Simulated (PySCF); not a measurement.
C6H7NOS.
Atom-mapped SMILES: `[CH3:1][S@@:2](=[O:3])[c:4]1[cH:5][cH:6][cH:7][cH:8][n:9]1`

Definitions: NICS(0) = −σiso at the ring centroid; NICS(1) = −σiso and NICS(1)zz = −σzz at ±1 Å along the ring normal z. Level: GIAO B97-2/pcSseg-2 (PySCF, non-relativistic, gas phase) on the PBE0-D3(BJ)/def2-TZVP geometry, one conformer.

Ring bond lengths (Å): C4–C5 1.384, C5–C6 1.386, C6–C7 1.386, C7–C8 1.388, C8–N9 1.328, N9–C4 1.323.

Give the NICS values of each ring in ppm.

```csv
ring,type,NICS(0),"NICS(1), two faces","NICS(1)zz, two faces",rms pucker (Å),"centre to ring atoms, mean (Å)"
C4–C5–C6–C7–C8–N9,6-membered ring with N; formal bonds all aromatic,-7.3,-10.0 / -10.1,-28.6 / -28.1,0.00,1.37
```

What do they say, and how far can they be read as aromaticity?

- C4–C5–C6–C7–C8–N9: mean NICS(1)zz -28.4 ppm, shielded. For a flat ring without four-coordinate atoms the NICS criterion counts such a value as aromatic.

What does the geometric index give? Use HOMA with the parameters of Krygowski (1993).

- C4–C5–C6–C7–C8–N9: HOMA 1.00; the largest term is that of N9–C4, α(R − Ropt)² = 0.01. The geometric and the magnetic index point the same way.

At the first NICS(1) probe listed for ring C4–C5–C6–C7–C8–N9, 1 Å off the ring, how large is the induced field along the normal in 7.05 T applied along it?

NICSzz × B0 = -28.6 ppm × 7.05 T = -202 μT, against the applied field.

Give the inner angles of the rings.

- C4–C5–C6–C7–C8–N9: C4 125.2°, C5 117.0°, C6 119.0°, C7 118.7°, C8 123.1°, N9 117.0°; sum 720.0° against 720° for a flat convex ring.

What are the shieldings of the ring atoms and their hydrogens in the same run (means over atoms taken as equivalent)?

```json
{"atoms": "C4", "environment": "substituted aromatic carbon", "σ isotropic (ppm)": "3.8"}
{"atoms": "C5", "environment": "aromatic CH carbon", "σ isotropic (ppm)": "59.2"}
{"atoms": "C6", "environment": "aromatic CH carbon", "σ isotropic (ppm)": "41.1"}
{"atoms": "C7", "environment": "aromatic CH carbon", "σ isotropic (ppm)": "56.8"}
{"atoms": "C8", "environment": "aromatic CH next to a ring nitrogen", "σ isotropic (ppm)": "29.1"}
{"atoms": "N9", "environment": "pyridine-type nitrogen", "σ isotropic (ppm)": "-77.6"}
{"atoms": "H on C5", "environment": "aromatic hydrogen", "σ isotropic (ppm)": "23.20"}
{"atoms": "H on C6", "environment": "aromatic hydrogen", "σ isotropic (ppm)": "23.57"}
{"atoms": "H on C7", "environment": "aromatic hydrogen", "σ isotropic (ppm)": "24.24"}
{"atoms": "H on C8", "environment": "aromatic hydrogen", "σ isotropic (ppm)": "22.80"}
```

How do the values depend on the level or the medium?

| level | NICS(0), C4–C5–C6–C7–C8–N9 | mean NICS(1)zz, C4–C5–C6–C7–C8–N9 |
| --- | --- | --- |
| B97-2/pcSseg-2, gas | -7.3 | -28.4 |
| KT3/pcSseg-2, gas | -7.1 | -27.2 |
| PBE0/pcSseg-2, gas | -7.2 | -28.5 |
| wB97X-D/pcSseg-2, gas | -7.1 | -28.7 |
| WP04/pcSseg-2, IEF-PCM chloroform | -7.8 | -27.8 |
| wB97X-D/pcSseg-2, IEF-PCM chloroform | -7.0 | -28.7 |

The geometry is the same throughout; the continuum's cavity takes Bondi-type radii × 1.2.

The run took 3.3 min wall, 6.5 min CPU on 2 threads of an Intel Xeon at 2.50 GHz, no GPU, on a shared host, and the process peaked at 2.9 GiB of memory. This is the whole shielding run at B97-2/pcSseg-2, SCF included.

Conformer computed: `[CH3:1][S@@:2](=[O:3])[c:4]1[cH:5][cH:6][cH:7][cH:8][n:9]1`: C1–S2–C4–C5 -119°.
